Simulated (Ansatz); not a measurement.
Geometry optimisation, RKS PBE0-D4/6-31G* (Ansatz).

The input (input.yaml):

```yaml
crystal:
  periodic: [false, false, false]
  atoms:
    - { symbol: B, position_ang: [-0.9078, 1.5586, 0.0828] }
    - { symbol: B, position_ang: [-0.2402, 0.1275, 0.3061] }
    - { symbol: "N", position_ang: [-0.4843, -0.6146, 1.6012] }
    - { symbol: Si, position_ang: [0.9521, -0.623, -1.0934] }
    - { symbol: H, position_ang: [-0.7913, 2.181, -0.9601] }
    - { symbol: H, position_ang: [-1.6346, 2.0875, 0.9158] }
    - { symbol: H, position_ang: [-0.8274, -1.5475, 1.379] }
    - { symbol: H, position_ang: [0.5297, -0.7701, 2.0247] }
    - { symbol: H, position_ang: [0.0798, -0.7983, -2.2664] }
    - { symbol: H, position_ang: [1.4, -1.9335, -0.6201] }
    - { symbol: H, position_ang: [1.9893, 0.2753, -1.349] }
basis:
  gaussian: { orbitals: "6-31G*" }
hamiltonian:
  xc: pbe0
  dispersion: d4
relax:
  f_tol: 0.02
  max_steps: 50
```

Run as:

```bash
$ ansatz run input.yaml --threads 1 --pin off --max-ram 2048MiB --backend cpu --events-out ev --progress --plain --runs-dir out
```

Question: Where does it end, and by what steps?

Answer: The run converged. After 18 steps the energy has fallen by 2.578 eV; H8 moved furthest, 1.59 Å.

| step | energy less start (eV) | largest force component (eV/Å) | accepted |
| --- | --- | --- | --- |
| 0 | 0.0000 | 3.394 | yes |
| 1 | -0.5521 | 1.441 | yes |
| 2 | -0.6743 | 0.437 | yes |
| 3 | -0.7552 | 0.574 | yes |
| 4 | -0.8615 | 0.627 | yes |
| 5 | -1.0056 | 0.516 | yes |
| 6 | -1.1833 | 1.119 | yes |
| 7 | -1.3883 | 1.771 | yes |
| 8 | -1.6369 | 2.207 | yes |
| 9 | -1.9671 | 1.724 | yes |
| 10 | -2.1531 | 1.553 | yes |
| 11 | -2.3214 | 2.041 | yes |
| 12 | -2.4883 | 0.569 | yes |
| 13 | -2.5694 | 0.290 | yes |
| 14 | -2.5754 | 0.160 | yes |
| 15 | -2.5770 | 0.085 | yes |
| 16 | -2.5773 | 0.071 | yes |
| 17 | -2.5778 | 0.029 | yes |
| 18 | -2.5779 | 0.010 | yes |

```xyz
11
Properties=species:S:1:pos:R:3
B -0.857 1.596 0.155
B -0.263 0.067 0.392
N -0.458 -0.831 1.441
Si 0.954 -0.578 -1.121
H -1.849 1.803 -0.494
H -0.241 2.575 0.488
H -0.035 -1.747 1.482
H -1.039 -0.633 2.243
H 0.231 -0.700 -2.422
H 1.500 -1.934 -0.787
H 2.121 0.324 -1.357
```

Whether the end is a true minimum wasn't checked by a vibrational analysis.

The run took 67 s on 1 thread of Intel(R) Xeon(R) Processor @ 2.70GHz, with other jobs on the host, peak memory 0.17 GiB.
